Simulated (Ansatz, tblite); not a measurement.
Spin states of Cs3H2, each relaxed with PBE-D4/def2-TZVP in Ansatz. Electronic energies in the gas phase.

In the def2 sets Cs takes a core potential; there is no spin–orbit coupling. The xTB rows come from tblite. HSE06 is defined as in plane-wave codes, on full-range PBE exchange. Correlated methods freeze no core orbitals; core or outer-core shells of Cs are correlated, in sets that lack core-valence functions. In the quartet geometry the species has come apart into loosely held pieces. In the quartet, H4 and H5 lie 0.78 Å apart (atoms count from 1), so H2 has formed as a molecule. The structure comes from a short search, and lower isomers may exist.

Doublet geometry (Cs within 0.1 Å):

Cartesian coordinates in Å:
```
Cs 0.468 2.074 0.581
Cs -0.422 -2.081 1.326
Cs -0.055 0.160 -3.619
H 0.104 0.231 2.549
H -0.095 -0.383 -0.838
```

Quartet geometry (Cs within 0.1 Å):

```csv
atom,x (Å),y (Å),z (Å)
Cs1,-3.288,-0.574,-1.483
Cs2,0.769,-1.338,3.308
Cs3,2.894,0.140,-2.430
H4,-0.480,0.924,0.554
H5,0.106,0.848,0.050
```

⟨S²⟩: doublet 0.75 at PBE0-D4/def2-TZVP (pure 0.75), quartet 3.75 at PBE0-D4/def2-TZVP (pure 3.75).

Only these spin states were relaxed. The quartet has fallen apart into loose fragments. The quartet has other bonds than the doublet, so the gap mixes isomer and spin.

```
             level  quartet − doublet (kJ/mol)  lowest of these
     HF/def2-TZVPP                         3.6          doublet
  PBE-D4/def2-TZVP                        14.9          doublet
  B97M-V/def2-TZVP                        97.2          doublet
HSE06-D4/def2-TZVP                        14.5          doublet
```

(1) Estimate the rows for GFN2-xTB, ωB97X-V/def2-TZVP, RPA@PBE/def2-TZVP, CCSD/def2-TZVPP.

Results:

(1) 
| level | quartet − doublet (kJ/mol) | lowest of these |
| --- | --- | --- |
| GFN2-xTB | 293.8 | doublet |
| ωB97X-V/def2-TZVP | 113.8 | doublet |
| RPA@PBE/def2-TZVP | -4.0 | quartet |
| CCSD/def2-TZVPP | 49.8 | doublet |

The xTB methods have no term that favours high spin, so they put low spin too low.
